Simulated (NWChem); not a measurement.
CH5BS; SMILES BSC

```xyz
8

B     -0.5883    -1.4742     0.0000
H     -0.1280    -2.5736     0.0000
H     -1.7637    -1.2690     0.0000
S      0.5781    -0.1435     0.0000
C     -0.4270     1.3984     0.0000
H     -0.1817     1.9820    -0.8903
H     -0.1817     1.9820     0.8903
H     -1.4906     1.1541     0.0000
```
Atoms are numbered in this order, from 1.

Results from NWChem. The geometry was optimised at B3LYP/6-31G* (spherical d). B3LYP is NWChem's, with the RPA form of VWN correlation. Vertical excitations in the gas phase.

Question: What does the run give for B3LYP/aug-cc-pVDZ, TDA? Quantities: lowest excitation, singlet (eV); oscillator strength of that lowest state; lowest state with f > 0.02, singlet (eV); oscillator strength of that bright state; orbital gap (eV).

Answer: 
```json
{
 "lowest excitation, singlet (eV)": "5.90",
 "oscillator_strength_of_that_lowest_state": "0.000",
 "lowest state with f > 0.02, singlet (eV)": "6.12",
 "oscillator_strength_of_that_bright_state": "0.196",
 "orbital gap (eV)": "6.28"
}
```
